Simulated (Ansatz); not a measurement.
One change: `C=C([SiH3])C[SiH3]` becomes `C=C([SiH3])C=S`.

Ansatz, PBE0-D4/def2-TZVP geometries, multiplicity 1. Each molecule was computed in one conformer, which needn't be the lowest.

```json
{"property": "HOMO energy (PBE/def2-TZVPP) / eV", "`C=C([SiH3])C[SiH3]`": "-6.30"}
{"property": "HOMO energy (B3LYP/def2-TZVPP) / eV", "`C=C([SiH3])C[SiH3]`": "-7.15"}
{"property": "LUMO energy (B3LYP/def2-TZVPP) / eV", "`C=C([SiH3])C[SiH3]`": "-0.65"}
{"property": "size of the dipole moment (B3LYP/def2-TZVPP) / D", "`C=C([SiH3])C[SiH3]`": "0.78"}
{"property": "size of the dipole moment (ωB97M-V/def2-TZVPP) / D", "`C=C([SiH3])C[SiH3]`": "0.79"}
{"property": "LUMO energy (PBE0/def2-TZVPP) / eV", "`C=C([SiH3])C[SiH3]`": "-0.45"}
```

Give the same properties after the change, and the shifts. (Estimate.)

The calculation gave: 
| property | `C=C([SiH3])C=S` | shift |
| --- | --- | --- |
| HOMO energy (PBE/def2-TZVPP) / eV | -5.35 | 0.95 |
| HOMO energy (B3LYP/def2-TZVPP) / eV | -6.32 | 0.83 |
| LUMO energy (B3LYP/def2-TZVPP) / eV | -3.00 | -2.35 |
| size of the dipole moment (B3LYP/def2-TZVPP) / D | 2.09 | 1.31 |
| size of the dipole moment (ωB97M-V/def2-TZVPP) / D | 1.99 | 1.20 |
| LUMO energy (PBE0/def2-TZVPP) / eV | -2.83 | -2.38 |

With PBE0 the HOMO rises by 0.79 eV and the LUMO falls by 2.38 eV, so the gap narrows by about 3.17 eV. PBE moves the HOMO by 0.95 eV and ωB97M-V by 0.74 eV. Dipoles are sizes alone; their direction can turn.

B3LYP here is the variant with VWN-RPA as its local correlation; programs differ in this.
